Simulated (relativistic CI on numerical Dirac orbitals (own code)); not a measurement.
## Hf³⁺: resonant inelastic scattering at the N6,7 edge

Computed with this model: Dirac-Coulomb-Breit CI, KLI orbitals optimised for each configuration, model QED, Kramers-Heisenberg scattering through one core-hole configuration in a parametric crystal field, unscaled Slater integrals; configurations [Xe] 4f14 5d → [Xe] 4f13 5d2; 300 K; core-hole width 0.18 eV; summed over polarisations. Incident energies are the highest absorption maxima for each field (at most a few, so the weaker spin-orbit partner edge can be absent), on the computed scale of the free ion. Intensities are in per cent of the strongest line above 0.02 eV; levels within 1 cm⁻¹ are merged; final levels count from the ground level, the first row holds all elastic scattering, lines under 0.4 are left out and each table stops after 24 rows. The scale of the Slater integrals is a model choice and moves the terms in proportion.

Field parameters in Wybourne normalisation: D4h B²₀ = −7Ds, B⁴₀ = 21(Dq − Dt), B⁴₄ = 21√(5/14) Dq. The field is a parameter set, without covalency.

S is read from ⟨S²⟩ = S(S + 1).

D4h, 10Dq = 43050, Ds = -1500, Dt = -530 cm⁻¹:

```tsv
Final level (eV)	Degeneracy	Irrep	S	15.6 eV	16.3 eV	21.6 eV
0.000	2	Γ7	0.50	208.1	203.4	772.3
0.183	2	Γ6	0.50	16.2	16.6	40.8
0.437	2	Γ7	0.50	46.5	58.5	82.5
5.408	2	Γ7	0.50	0.5	1.4	100.0
6.479	2	Γ6	0.50	0.1	0.2	28.6
```

D4h, 10Dq = 43050, Ds = -860, Dt = -530 cm⁻¹:

```csv
Final level (eV),Degeneracy,Irrep,S,15.7 eV,20.9 eV,21.7 eV
0.000,2,Γ6,0.50,444.8,181.3,411.7
0.004,2,Γ7,0.50,30.3,5.9,31.9
0.304,2,Γ7,0.50,12.5,23.6,95.8
5.463,2,Γ7,0.50,0.7,37.4,100.0
6.217,2,Γ6,0.50,0.5,6.7,32.7
```

D4h, 10Dq = 43050, Ds = -210, Dt = -530 cm⁻¹:

| Final level (eV) | Degeneracy | Irrep | S | 15.5 eV | 20.9 eV | 22 eV |
| --- | --- | --- | --- | --- | --- | --- |
| 0.000 | 2 | Γ6 | 0.50 | 151.3 | 181.1 | 202.0 |
| 0.115 | 2 | Γ7 | 0.50 | 25.3 | 22.7 | 18.3 |
| 0.437 | 2 | Γ7 | 0.50 | 24.1 | 12.1 | 34.2 |
| 5.705 | 2 | Γ7 | 0.50 | 0.2 | 29.1 | 10.1 |
| 6.137 | 2 | Γ6 | 0.50 | 0.4 | 9.6 | 100.0 |

For the first field the strongest loss at the lowest incident energy is the level at 0.44 eV (S = 0.50, against 0.50 in the thermal ground state).
